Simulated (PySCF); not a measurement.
# Excitation energy of As by level of theory

As [Ar] 3d10 4s2 4p3 (4S) → As [Ar] 3d10 4s1 4p3 4d1 (6D), as a difference of total energies. All numbers are calculated (PySCF 2.14, the spin-free X2C one-electron Hamiltonian (Gaussian nucleus), in x2c-TZVPPall with one added diffuse shell each of s, p, d type (7s6p5d1f, 57 functions)). Correlated levels: valence: [Ar] 3d10 frozen; valence and next inner shell: [Ne] frozen. The calculations carry no spin-orbit coupling.

```tsv
method	excitation energy (eV)
UHF	13.108
LDA	15.716
PBE	15.351
PBE0	15.082
r2SCAN	14.944
PBEsol	15.261
BHandHLYP	15.451
HSE06	15.141
wB97X	16.017
MP2 (valence)	14.418
SCS-MP2 (valence)	14.754
MP2 (valence and next inner shell)	14.714
SCS-MP2 (valence and next inner shell)	14.982
```

Question: How much does correlation contribute at MP2 (valence and next inner shell)?

Answer: 14.714 − (13.108) = 1.606 eV, measured against UHF.

The upper state lies above the first ionisation limit, but in LS coupling its spin forbids autoionisation to the ground ion.

The promoted electron is Rydberg-like, and one or two diffuse shells describe it only roughly, which tends to raise the upper state.

In the upper state the promoted electron has a positive orbital energy at LDA, PBE, r2SCAN, PBEsol, HSE06, so the basis confines it.
